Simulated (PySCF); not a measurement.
Species: (H2In-mu-SH)2.
Structure used (PBE0-D3(BJ)/def2-SVP), in Å, numbered top down from 1:
```
atom  x, y, z in Å
In1    1.563   -0.371    0.941
H2     2.757    0.856    0.929
H3     1.438   -1.933    1.645
S4     0.839   -0.647   -1.566
In5   -1.227    0.887   -1.044
H6    -2.619   -0.100   -1.241
H7    -0.754    2.440   -1.593
S8    -0.680    0.867    1.520
H9     0.184   -1.814   -1.373
H10   -1.377   -0.260    1.786
```

Method: TDDFT PBE0/def2-SVPD, vertical, gas phase, core orbitals frozen in the response, def2 core potentials past Kr (PySCF 2.14.0, density-fitted response routines). Spin–orbit coupling is left out.

Ground-to-excited transition dipoles (e·a0, same axes as the geometry; the sign carries no meaning), for the states with f of 0.002 or more among the lowest 10:

```tsv
state	E (eV)	μx	μy	μz
S3	6.118	-0.106	0.102	0.208
S7	6.430	-0.139	0.141	0.275
S8	6.520	-0.912	0.424	-0.592
S10	6.567	-0.306	0.335	0.772
```

(1) Work out the oscillator strengths.

(2) The point group is C2v. Which irreducible representation does each state belong to?

(3) What angle do the transition dipoles of S7 and S10 make?

(4) How is the summed strength of these states shared among x, y and z?

(5) What peak molar absorption coefficient would the strongest computed level give as a lone Gaussian band 0.4 eV wide at half height?

## Answers

(1) f = (2/3) ΔE |μ|² with ΔE in hartree (27.2114 eV).

```
state  |μ|² (au)  |μ| (D)      f
   S3      0.065     0.65  0.010
   S7      0.115     0.86  0.018
   S8      1.362     2.97  0.218
  S10      0.802     2.28  0.129
```

(2) Polarised across the twofold axis, so B1 or B2: S3, S7, S8 and S10. Which of B1 and B2 hangs on the choice of axes; S3, S7 and S10 take one label and S8 the other.

(3) |cos θ| = |μa·μb| / (|μa| |μb|) = 1.00, so θ ≈ 5° (taken between 0 and 90°, since the signs are arbitrary).

(4) (2/3) Σ ΔE μα² gives 0.153 for x, 0.051 for y and 0.170 for z, 0.374 in all.

(5) ε(max) = 2.175×10⁸ f / FWHM, with the width in cm⁻¹. S8: 2.175×10⁸ × 0.2176 / 3226 ≈ 15000 L mol⁻¹ cm⁻¹.

The vertical ionisation energy (ΔSCF) is 9.56 eV, 3.00 eV above S10.

Hardware: one thread of an Arm Neoverse V2, shared host with 32 logical CPUs at a one-minute load of 22. Cost: 1.9 min of wall time (grids of density and orbitals included), 0.77 GiB resident at most.

One conformer stands for the species.
